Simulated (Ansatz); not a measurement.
A ladder of methods for SbH3 (SMILES [H][Sb]([H])[H])

The species is SbH3 (4 atoms), meant as a singlet with charge 0. SMILES: `[H][Sb]([H])[H]`. Geometry: a GFN2-xTB relaxation, a rough one for these elements and not checked as a minimum.

```xyz
4

Sb   -0.0054    0.0070    0.7453
H     1.3628   -0.0310   -0.2384
H    -0.6566    1.1911   -0.2614
H    -0.7008   -1.1671   -0.2455
```

Each level gives the energy change with the Sb1–H3 bond stretched from 1.685 to 2.528 Å (eV). The values are calculated.

```tsv
level	kind	program	value (eV)	less FCI/STO-3G	CPU time (all runs)
revPBE/STO-3G (restricted)	GGA	Ansatz	2.62	+0.15	2.4 s
r2SCAN/STO-3G (restricted)	meta-GGA	Ansatz	2.89	+0.42	6.1 s
PBE0/STO-3G (restricted)	global hybrid	Ansatz	3.02	+0.55	2.4 s
wB97M-V/STO-3G (restricted)	range-separated hybrid	Ansatz	3.19	+0.72	30 s
B2PLYP/STO-3G (restricted)	double hybrid	Ansatz	3.03	+0.56	3.2 s
RPA@PBE/STO-3G (restricted)	RPA	Ansatz	2.61	+0.14	3.4 s
MP2/STO-3G (restricted)	perturbation theory	Ansatz	3.16	+0.69	0.58 s
CCSD(T)/STO-3G (restricted)	coupled cluster or CI	Ansatz	2.47	0.00	0.57 s
CCSD/STO-3G (restricted)	coupled cluster or CI	Ansatz	2.47	0.00	0.56 s
FCI/STO-3G	exact in the basis	Ansatz	2.47	0.00	0.97 s
```

FCI/STO-3G is exact within its basis and frozen core, so for wave-function methods in that basis the difference is their error; functionals converge differently with the basis, so for them it is only a difference. All-electron rows without a relativistic Hamiltonian named are non-relativistic. The first shape isn't each level's own minimum. The values span 2.47 to 3.19 eV. All rows use very small basis sets, so none should be taken for the real molecule's value. In the correlated wave-function rows the outer d shell of Sb is correlated, in sets not made for it. In so small a basis fixed costs decide the times, and correlated methods can beat functionals. CPU times are rough (shared hosts, several kinds of processor and program).
